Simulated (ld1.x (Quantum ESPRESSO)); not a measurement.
**V, RRKJ: configuration errors across variants**

```
Element                 : vanadium
Generator               : ld1.x (Quantum ESPRESSO) 7.5
Type                    : norm-conserving RRKJ (Kleinman–Bylander form)
Functional              : PBEsol
Relativity              : scalar-relativistic
Frozen core             : [Ar]
Valence charge          : 5
Reference configuration : 3d3 4s2 4p0
Partial waves           : 4p (bound, empty): rc 2.45 bohr; 3d (bound): rc 1.80 bohr; 4s (bound): rc 2.10 bohr
Local potential         : the s channel
Core correction         : a·sin(br)/r model core inside 1.25 bohr
rho0                    : 0.001
```

All-electron excitation energies from the reference (eV): (1) 3d3 4s1 4p0 7.750; (2) 3d3 4s0 4p0 21.953; (3) 3d2 4s0 4p0 50.802; (4) 3d2 4s2 4p0 10.996; (5) 3d3 4s1 4p1 3.368; (6) 3d3 4s0 4p2 6.878; (7) 3d3.5 4s1.5 4p0 0.052.

Errors AE − PS in meV (a dash: test not solved or not reliable):

| change | (1) | (2) | (3) | (4) | (5) | (6) | (7) | bound ghosts |
| --- | --- | --- | --- | --- | --- | --- | --- | --- |
| base | -3.4 | -35 | -479 | -188 | -1.3 | -6.3 | -46 | none |
| wave 3d (bound): rc 1.80 bohr becomes 3d (bound): rc 1.38 bohr | -5.2 | -44 | -579 | -307 | -1.7 | -7.8 | -62 | none |
| wave 3d (bound): rc 1.80 bohr becomes 3d (bound): rc 1.52 bohr | -4.7 | -41 | -555 | -277 | -1.6 | -7.4 | -58 | none |
| wave 3d (bound): rc 1.80 bohr becomes 3d (bound): rc 1.70 bohr | -3.8 | -37 | -506 | -220 | -1.4 | -6.7 | -50 | none |
| wave 3d (bound): rc 1.80 bohr becomes 3d (bound): rc 1.90 bohr | -2.9 | -33 | -448 | -151 | -1.2 | -6.0 | -41 | none |
| wave 3d (bound): rc 1.80 bohr becomes 3d (bound): rc 2.12 bohr | -1.8 | -30 | -365 | -57 | -1.0 | -5.7 | -28 | none |
| wave 3d (bound): rc 1.80 bohr becomes 3d (bound): rc 2.26 bohr | -1.1 | -30 | -282 | +33 | -1.0 | -6.0 | -15 | none |
| wave 3d (bound): rc 1.80 bohr becomes 3d (bound): rc 2.46 bohr | -0.5 | -35 | -177 | +142 | -1.1 | -7.1 | +2.0 | none |
| wave 3d (bound): rc 1.80 bohr becomes 3d (bound): rc 2.74 bohr | -0.3 | -61 | +66 | +363 | -1.9 | -11 | +39 | none |

Task: Give the same row for: wave 3d (bound): rc 1.80 bohr becomes 3d (bound): rc 1.12 bohr.

Result: -5.7, -46, -606, -340, -1.9, -8.3, -65; bound ghosts: none.
